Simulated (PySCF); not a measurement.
**SnSe2: from structure and modes to constants**

Method: PySCF, PBE0, basis Sn def2-TZVP with ECP28, Se def2-TZVP (scalar-relativistic core potentials, no spin–orbit coupling, density fitting).

The singlet minimum has D∞h symmetry. Masses (u): Sn 119.90220, Se 79.91652.

```xyz
3
charge 0 multiplicity 1, angstrom
Sn    0.0000    0.0000    0.0000
Se    0.0000    0.0000    2.3029
Se    0.0000    0.0000   -2.3029
```

Harmonic wavenumbers (cm⁻¹): 72.6 (πu, ×2), 260.2 (σg+, ×1), 397.6 (σu+, ×1).

(1) Find the vibrational entropy and heat capacity at 298.15 K.

(2) Find the bond force constant k and the stretch–stretch coupling k′ of the valence force field.

Results:

(1) With u = 1.43878 ω/T, each mode gives S = R[u/(eᵘ−1) − ln(1−e⁻ᵘ)] and C = R u² eᵘ/(eᵘ−1)².
```csv
ω (cm⁻¹),u,S (J/(mol K)),C (J/(mol K))
72.6 (×2),0.350,17.08,8.23
260.2,1.256,6.95,7.30
397.6,1.919,4.07,6.17
```
The sums over all modes are S = 45.2 and C = 29.9 J/(mol K); the softest mode gives 38 % of the entropy (each member, where degenerate).

(2) For linear XMX, 4π²c²ω(σg)² = (k + k′)/mX and 4π²c²ω(σu)² = (k − k′)(1 + 2mX/mM)/mX. So k + k′ = 3.189 and k − k′ = 3.190 mdyn/Å, giving k = 3.190 and k′ = 0.000 mdyn/Å.
